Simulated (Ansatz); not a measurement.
Cost and result for the atomization energy of C2H7OSb (`[CH3][SbH][CH2]O`) (11 atoms, 10 bonds).

```xyz
11

C     0.276    1.518    0.533
Sb   -0.581   -0.293    1.350
C    -0.300   -1.378   -0.538
O    -1.017   -0.763   -1.585
H     1.177    1.302   -0.042
H    -0.465    2.007   -0.102
H     0.527    2.198    1.346
H     0.912   -0.831    2.007
H     0.770   -1.454   -0.757
H    -0.701   -2.385   -0.426
H    -0.599    0.078   -1.787
```

The species carries charge 0 and has multiplicity 1. Correlated methods include outer-core shells of Sb, which these sets cover unevenly. Sb takes the def2 core potential. The geometry is a stationary point of PBE0-D4/def2-TZVP. It is one conformer, not always the lowest. Program: Ansatz. All runs use 4 threads of an Arm Neoverse V1 on a shared host. Times are those of one run each, without the atoms' runs, and a repeat can differ threefold. Electronic energies, without spin–orbit coupling; frozen cores. CCSD(T)/CBS adds CCSD(T) − MP2 in def2-TZVPP to the MP2 limit, and its time is that of the two runs behind it. T1 = 0.013. With those shells the extrapolation isn't a true limit. B3LYP takes the VWN-RPA correlation (the form of Gaussian; ORCA's B3LYP/G).

CCSD(T)/CBS is a level of theory with its own doubt, some kJ/mol a heavy atom from the limit and from the frozen cores, so smaller differences don't rank the functionals.

```json
{"level": "PBE-D4/def2-TZVPP (with forces)", "functions": "241", "wall time": "2.5 s"}
{"level": "PBE0-D4/def2-TZVPP", "functions": "241", "wall time": "2.7 s"}
{"level": "B3LYP-D4/def2-TZVPP (with forces)", "functions": "241", "wall time": "4.3 s"}
{"level": "r2SCAN-D4/def2-TZVPP (with forces)", "functions": "241", "wall time": "4.7 s"}
{"level": "B2PLYP/def2-TZVPP", "functions": "241", "wall time": "5.5 s"}
{"level": "ωB97X-V/def2-TZVPP", "functions": "241", "wall time": "7.5 s"}
{"level": "ωB97M-V/def2-TZVPP (with forces)", "functions": "241", "wall time": "11 s"}
{"level": "MP2/def2-QZVPP", "functions": "463", "wall time": "20 s"}
{"level": "CCSD(T)/def2-TZVPP", "functions": "241", "wall time": "3.4 min"}
{"level": "CCSD(T)/CBS(def2)", "functions": "–", "wall time": "3.8 min"}
```

(1) What atomization energy does each give, and how far from CCSD(T)/CBS? (Best estimate.)

Answers

(1) The calculation gave: 
```json
{"level": "PBE-D4/def2-TZVPP (with forces)", "atomization (kcal/mol)": "904.3", "difference from CCSD(T)/CBS": "14.1", "per bond": "1.4"}
{"level": "PBE0-D4/def2-TZVPP", "atomization (kcal/mol)": "885.4", "difference from CCSD(T)/CBS": "-4.8", "per bond": "-0.5"}
{"level": "B3LYP-D4/def2-TZVPP (with forces)", "atomization (kcal/mol)": "889.7", "difference from CCSD(T)/CBS": "-0.5", "per bond": "-0.1"}
{"level": "r2SCAN-D4/def2-TZVPP (with forces)", "atomization (kcal/mol)": "885.9", "difference from CCSD(T)/CBS": "-4.3", "per bond": "-0.4"}
{"level": "B2PLYP/def2-TZVPP", "atomization (kcal/mol)": "876.2", "difference from CCSD(T)/CBS": "-14.0", "per bond": "-1.4"}
{"level": "ωB97X-V/def2-TZVPP", "atomization (kcal/mol)": "890.8", "difference from CCSD(T)/CBS": "0.6", "per bond": "0.1"}
{"level": "ωB97M-V/def2-TZVPP (with forces)", "atomization (kcal/mol)": "887.0", "difference from CCSD(T)/CBS": "-3.2", "per bond": "-0.3"}
{"level": "MP2/def2-QZVPP", "atomization (kcal/mol)": "883.3", "difference from CCSD(T)/CBS": "-6.9", "per bond": "-0.7"}
{"level": "CCSD(T)/def2-TZVPP", "atomization (kcal/mol)": "864.9", "difference from CCSD(T)/CBS": "-25.3", "per bond": "-2.5"}
{"level": "CCSD(T)/CBS(def2)", "atomization (kcal/mol)": "890.2", "difference from CCSD(T)/CBS": "0.0", "per bond": "0.0"}
```

The D4 term adds +8.5 kcal/mol with B3LYP and +4.4 kcal/mol with PBE0; it sums over pairs of atoms, weighted by their polarisabilities, and B3LYP, whose exchange is more repulsive, gets the larger term. In def2-TZVPP, CCSD(T) changes the Hartree–Fock value by +246.3 kcal/mol (the triples alone add +13.8 kcal/mol) and MP2 by +249.7 kcal/mol; breaking electron pairs costs correlation energy, which Hartree–Fock lacks. From PBE to PBE0 (25 % exact exchange), in def2-TZVPP and without D4, the atomization energy moves by −18.0 kcal/mol: exact exchange takes away binding that semilocal exchange gives to molecules.
